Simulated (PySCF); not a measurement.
# Property card for `CO[C@H]1SCCC1=O`

Species: C5H8O2S.
SMILES with atom numbers: `[CH3:1][O:2][C@H:3]1[S:4][CH2:5][CH2:6][C:7]1=[O:8]` (hydrogens: H9, H10, H11 on C1; H12 on C3; H13, H14 on C5; H15, H16 on C6)

Some functional groups and rings: ketone, ether and sulfide.

GFN2-xTB geometry:

```yaml
Point_group_of_the_GFN2-xTB_geometry: C1
Rotational_constants_A_B_C_of_the_GFN2-xTB_geometry: 2.181, 1.732, 1.172 GHz
```

**CAM-B3LYP/def2-SVPD ground state and vertical TDDFT (core frozen in the response) (PySCF)**

```yaml
Dipole_moment: 2.47 D
HOMO_energy: -8.34 eV
LUMO_energy: 0.04 eV
HOMO–LUMO_gap: 8.38 eV
Lowest_singlet_excitation: 4.22 eV (294 nm, f = 0.002)
Strongest_line_among_the_8_lowest_singlet_transitions: S7 at 7.17 eV (173 nm, f = 0.052)
Lowest_triplet_excitation_Tamm–Dancoff: 3.68 eV
Static_isotropic_polarisability: 83.8 au
Electronic_spatial_extent_⟨r²⟩_about_the_centre_of_nuclear_charge: 1087 bohr²
```

Monoisotopic mass from the formula: 132.0245 u.

The rotational constants make it an asymmetric top with κ = (2B − A − C)/(A − C) = 0.11, nearer the oblate limit (+1). The 8 singlets span 4.22 to 7.43 eV, and their oscillator strengths add up to 0.16. The principal polarisabilities are 71.8, 88.1 and 91.6 au; their mean is the isotropic value. With B = h/(8π²I), that is 505.379 GHz u Å² over I, the principal moments of inertia are 231.7, 291.8 and 431.3 u Å² (most abundant isotopes); the inertial defect Ic − Ia − Ib is -92.2 u Å² (zero for a rigid planar frame, negative otherwise). No computed singlet falls in the visible range (750 to 380 nm, 1.65 to 3.26 eV); S1 lies 0.96 eV above its blue end.

The structure is a single GFN2-xTB conformer in the gas phase; no vibrational or solvent corrections.
